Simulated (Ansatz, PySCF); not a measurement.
F₃GeH₃Si, SMILES [GeH3][Si](F)(F)F. Atoms are numbered in the order given.

```xyz
8

F      0.7826    -1.2747    -1.4662
Si     0.0004     0.0004    -0.8691
F      0.7121     1.3151    -1.4682
F     -1.4950    -0.0405    -1.4662
Ge     0.0002     0.0002     1.4742
H      1.4484     0.0132     1.9735
H     -0.7126    -1.2612     1.9718
H     -0.7360     1.2475     1.9731
```

Coordinates come from a ωB97X-D3(BJ)/def2-SVP optimisation. This is a generated structure with no PubChem entry under its InChIKey; it may be hypothetical.

Two levels are set side by side: PBE-D3(BJ)/def2-SVP (Ansatz, a program for electronic structure) and ωB97X-D3(BJ)/def2-SVP (PySCF). Each level has its own optimised geometry; the coordinates shown are those of the second. Frequencies come from the Hessian of PySCF at each geometry. Differences are taken from unrounded values.

| quantity | ωB97X-D3(BJ) |
|---|---|
| mean bond length (Å) | 1.682 |
| bond F1–Si2 (Å) | 1.611 |
| bond Si2–F3 (Å) | 1.611 |
| bond Si2–F4 (Å) | 1.611 |
| bond Si2–Ge5 (Å) | 2.343 |
| bond Ge5–H6 (Å) | 1.532 |
| bond Ge5–H7 (Å) | 1.532 |
| bond Ge5–H8 (Å) | 1.532 |
| highest harmonic wavenumber (cm⁻¹) | 2213 |
| mean harmonic wavenumber (cm⁻¹) | 818 |
| zero-point energy (kcal/mol) | 21.05 |

Q: What does PBE-D3(BJ) give, and how far is it from ωB97X-D3(BJ)? (Estimate from the structure and the level; the computed values follow.)

A: 
```tsv
quantity	PBE-D3(BJ)	PBE-D3(BJ) minus ωB97X-D3(BJ)
mean bond length (Å)	1.697	0.015
bond F1–Si2 (Å)	1.624	0.013
bond Si2–F3 (Å)	1.624	0.013
bond Si2–F4 (Å)	1.624	0.013
bond Si2–Ge5 (Å)	2.367	0.024
bond Ge5–H6 (Å)	1.546	0.014
bond Ge5–H7 (Å)	1.546	0.014
bond Ge5–H8 (Å)	1.546	0.014
highest harmonic wavenumber (cm⁻¹)	2113	-99
mean harmonic wavenumber (cm⁻¹)	776	-42
zero-point energy (kcal/mol)	19.97	-1.08
```

Exact exchange shortens and stiffens bonds; PBE has none. Differences between two approximate levels are no errors against the true value.
